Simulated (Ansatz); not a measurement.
Reaction: BeH2 (SMILES [BeH2]) → BeH2 (parent SMILES [BeH2], triplet)
Each species at its own B3LYP-D3(BJ)/def2-TZVP minimum (Ansatz, a first-principles code).

Wanted: adiabatic triplet-singlet gap (electronic), in kJ/mol. Radicals and triplets start from unrestricted determinants; spin-orbit coupling is neglected. Correlated methods leave the cores frozen. No relativity. CBS(X,Y): correlation extrapolated as X^-3, Hartree-Fock from the larger set. A bracket is a step between two methods taken in the basis named. Double hybrids freeze cores in their MP2 part. Full CI freezes restricted core orbitals, also for open shells; the composite that ends in it estimates full CI at the basis-set limit. The spin of H2Be (parent SMILES [BeH2], triplet) was assumed, and the state is the lowest solution found for it.

CCSD(T)/CBS(def2-TZVPP,def2-QZVPP) + [FCI - CCSD(T)]/def2-QZVPP (Ansatz) gives 335.1 kJ/mol.

Question: What does PBE/def2-TZVPD (Ansatz) give here, and how do the other levels compare?

Answer: PBE gives 295.4 kJ/mol, 39.7 kJ/mol below it. Differences of the others: r2SCAN/def2-TZVPD (Ansatz) -45.5; B3LYP/def2-TZVPD (Ansatz) -4.7; wB97M-V/def2-TZVPD (Ansatz) 12.4; B2PLYP/def2-TZVPD (Ansatz) -0.9; CCSD(T)/CBS(def2-TZVPP,def2-QZVPP) (Ansatz) 0.3 kJ/mol.
